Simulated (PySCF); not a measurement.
# Vertical excitation energies

C5H4FP.
SMILES with atom numbers: `[F:1][c:2]1[cH:3][cH:4][cH:5][p:6][cH:7]1` (hydrogens: H8 on C3; H9 on C4; H10 on C5; H11 on C7)

Structure used (GFN2-xTB), in Å, numbered top down from 1:
```xyz
11
C5H4FP angstrom
F     -2.522    0.614   -0.034
C     -1.246    0.160   -0.016
C     -0.241    1.113   -0.021
C      1.094    0.747   -0.004
C      1.522   -0.565    0.020
P      0.497   -1.964    0.032
C     -1.059   -1.202    0.005
H     -0.523    2.154   -0.039
H      1.836    1.534   -0.010
H      2.588   -0.755    0.034
H     -1.938   -1.833    0.007
```

Level of theory: TDDFT B3LYP/def2-SVPD, vertical, gas phase, core orbitals frozen in the response (PySCF 2.14.0, density-fitted response routines).

Predict the UV-vis stick spectrum at this level.

```
state  E (eV)  E (hartree)       f  symmetry  main configurations (H = HOMO, L = LUMO)
   S1    4.74       0.1743   0.015        A′       H-1→L (42%), H→L+1 (28%), H→L (25%)
   S2    4.97       0.1828   0.016        A″                               H-2→L (98%)
   S3    5.20       0.1910   0.097        A′       H→L (63%), H-1→L (17%), H→L+1 (12%)
   S4    5.57       0.2048  0.0001         –                             H-2→L+1 (99%)
   S5    6.04       0.2218   0.252        A′                  H→L+1 (51%), H-1→L (37%)
   S6    6.59       0.2421   0.417        A′                  H-1→L+1 (83%), H→L (10%)
   S7    6.62       0.2432  0.0001         –                               H-3→L (98%)
   S8    6.83       0.2508  0.0056        A″                               H→L+2 (99%)
```

Triplets (Tamm–Dancoff): T1 3.29 eV, H→L (90%); T2 4.06 eV, H-2→L (98%); T3 4.10 eV, H-1→L (87%).

The lowest singlet lies at 4.74 eV (261 nm, ultraviolet) and is weak; its leading configuration is HOMO-1→LUMO (42%). The strongest level in the table is S6 at 6.59 eV (188 nm, f = 0.417). Löwdin shares by element: HOMO carbon 51% or more, phosphorus 26% (atoms not listed hold the other 23%); LUMO carbon 46% or more, phosphorus 37% (atoms not listed hold the other 17%). The oscillator strengths of these states sum to 0.803; summed over the whole spectrum of an exact calculation they would give the number of electrons, 58 (Thomas–Reiche–Kuhn). Weighted by f, the mean energy of these states is 6.18 eV. Orbital energies (eV): HOMO-3 -9.84, HOMO-2 -7.84, HOMO-1 -7.69, HOMO -7.17, LUMO -1.92, LUMO+1 -1.10, LUMO+2 0.57. Symmetry labels in Cs follow from the direction of the transition dipole and are given only for states with f of 0.002 or more. Only the lowest 8 singlets were computed, as vertical energies without vibronic structure.
